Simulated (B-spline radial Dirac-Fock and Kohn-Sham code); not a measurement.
Binding energies of Tb⁶²⁺

System: terbium as Tb⁶²⁺, [He] 2s1; nuclear rms radius 5.06 fm (A = 159).

Input file task.json (cfg lists n, l and occupation; rrms is the nuclear radius in fm):

```json
{"items": [{
  "Z": 65,
  "q": 62,
  "cfg": [[1, 0, 2], [2, 0, 1]],
  "A": 159,
  "rrms": 5.06,
  "do": ["binding"]
}]}
```

Command: `python xray_run.py task.json out`

Method: multi-electron Dirac-Fock with separately optimised hole states, Breit and Lamb-shift corrections added in first order. Computed with a radial atomic solver. Correlation energy is missing from these numbers. Energies are counted from the vacuum level. Subshells whose hole state is unreliable or did not converge are left out.

All terms are in eV, carry their sign (relaxation lowers the binding energy) and add up to the binding energy; ⟨r⟩ is the mean radius of the orbital in the initial state.

```
subshell  −ε (Koopmans)  relaxation   Breit     QED  binding energy  ⟨r⟩ (bohr)
 L1 (2s)        14743.5       -0.02  -10.45  -12.30         14720.7       0.086
```

For the deepest level, L1 (2s), the Breit terms make up -0.071 % of the binding energy, QED -0.084 % and orbital relaxation 0.000 %.

Going to the tabulated ground configuration of the next ion removes an electron from L1 (2s), computed at 14720.7 eV. NIST lists 14721.02 ± 0.1 eV as the ionisation energy of this species (theoretical), +0.33 eV from the computed value.
